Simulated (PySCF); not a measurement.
An equivalent PySCF input for Sn (tin, neutral), [Kr] 4d10 5s2 5p2, high-spin 3P determinant, with a scalar-relativistic core potential:

```python
from pyscf import gto, scf, dft, mp, cc
import basis_set_exchange as bse
txt = bse.get_basis("aug-cc-pVDZ-PP", elements=["Sn"], fmt="nwchem", header=False)
cut = txt.index("\nECP")
mol = gto.M(atom="Sn 0 0 0", charge=0, spin=2, symmetry="D2h",
            basis=gto.basis.parse(txt[:cut]),
            ecp={"Sn": gto.basis.parse_ecp(txt[cut:])})
mf = dft.UKS(mol, xc="PBE0")
mf.irrep_nelec = {'Ag': (4, 4), 'B1g': (1, 1), 'B2g': (1, 1), 'B3g': (1, 1), 'B1u': (2, 1), 'B2u': (2, 1), 'B3u': (1, 1)}
mf.kernel()
```

It reaches the same state as the run whose output follows, with an energy that differs only through the grid. The run itself started from symmetry-adapted Hartree-Fock orbitals and held the occupation by maximum overlap, on a logarithmic radial grid, so the iterations belong to that start.

```
SCF conv_tol = 1e-09
number electrons alpha = 12  beta = 10
XC functionals = PBE0
    C. Adamo and V. Barone.,  J. Chem. Phys. 110, 6158 (1999)
    M. Ernzerhof and G. E. Scuseria.,  J. Chem. Phys. 110, 5029 (1999)
cycle= 1 E= -214.253680209766  delta_E= -0.00523  |g|= 0.00976  |ddm|= 0.361
cycle= 2 E= -214.253736487831  delta_E= -5.63e-05  |g|= 0.00276  |ddm|= 0.0347
cycle= 3 E= -214.253740422814  delta_E= -3.93e-06  |g|= 0.000774  |ddm|= 0.0082
cycle= 4 E= -214.25374079219  delta_E= -3.69e-07  |g|= 7.44e-05  |ddm|= 0.00337
cycle= 5 E= -214.253740796246  delta_E= -4.06e-09  |g|= 2.33e-06  |ddm|= 0.000219
cycle= 6 E= -214.253740796255  delta_E= -9.09e-12  |g|= 2.34e-07  |ddm|= 1.94e-05
converged SCF energy = -214.253740796255  <S^2> = 2.0032007  2S+1 = 3.0021331
```

Energies and moments cover only the electrons outside the core potential.
